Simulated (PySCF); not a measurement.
# cumene (SMILES CC(C)c1ccccc1)

Geometry:
| atom | x (Å) | y (Å) | z (Å) |
| --- | --- | --- | --- |
| C1 | -2.057 | 0.075 | 1.115 |
| C2 | -1.305 | -0.508 | -0.084 |
| C3 | -1.877 | 0.032 | -1.397 |
| C4 | 0.173 | -0.220 | 0.016 |
| C5 | 0.655 | 1.084 | 0.028 |
| C6 | 2.011 | 1.338 | 0.120 |
| C7 | 2.912 | 0.291 | 0.203 |
| C8 | 2.446 | -1.012 | 0.192 |
| C9 | 1.088 | -1.261 | 0.100 |
| H10 | -1.987 | 1.160 | 1.124 |
| H11 | -3.108 | -0.200 | 1.071 |
| H12 | -1.637 | -0.305 | 2.044 |
| H13 | -1.440 | -1.596 | -0.076 |
| H14 | -1.801 | 1.116 | -1.433 |
| H15 | -2.926 | -0.241 | -1.493 |
| H16 | -1.332 | -0.379 | -2.245 |
| H17 | -0.034 | 1.914 | -0.036 |
| H18 | 2.366 | 2.359 | 0.128 |
| H19 | 3.972 | 0.489 | 0.274 |
| H20 | 3.140 | -1.837 | 0.257 |
| H21 | 0.733 | -2.283 | 0.094 |

Computed with GIAO B3LYP/pcSseg-1 magnetisability, rotational g tensor and spin-rotation constants, non-relativistic, gas phase (PySCF 2.14.0). Geometry: GFN2-xTB.

(1) What are the magnetisability and the molar susceptibility?

(2) Split it along the inertial axes a, b, c into diamagnetic and paramagnetic parts about the centre of mass, with the quadrupole moment.

(3) And the rotational g tensor?

## Answers

(1) Isotropic -1513 × 10⁻³⁰ J/T², or -91.1 × 10⁻⁶ cm³/mol; principal values -2224, -1196, -1120 × 10⁻³⁰ J/T², anisotropy 1068 × 10⁻³⁰ J/T² (root of half the summed squared differences of the principal values). The susceptibility is in cgs units.

(2) 
| axis | χ (10⁻⁶ cm³/mol) | diamagnetic (10⁻⁶ cm³/mol) | paramagnetic (10⁻⁶ cm³/mol) | summed x² of all electrons (Å²) | quadrupole Θ (D Å) |
| --- | --- | --- | --- | --- | --- |
| a | -72.0 | -498.7 | 426.7 | 247.6 | +3.49 |
| b | -67.4 | -1251.5 | 1184.0 | 70.2 | +3.93 |
| c | -133.9 | -1348.2 | 1214.2 | 47.4 | -7.43 |

Anisotropies 2χaa − χbb − χcc = +57.4 and 2χbb − χaa − χcc = +71.1 × 10⁻⁶ cm³/mol. Θ is traceless in Buckingham's convention.

(3) 
```tsv
axis	rotational constant (GHz)	g	nuclear part	electronic part
a	3.3899	-0.0438	0.6358	-0.6796
b	1.1006	-0.0167	0.5955	-0.6122
c	1.0103	+0.0194	0.5957	-0.5763
```
Asymmetric top; isotopes 12C, 1H; no vibrational averaging.
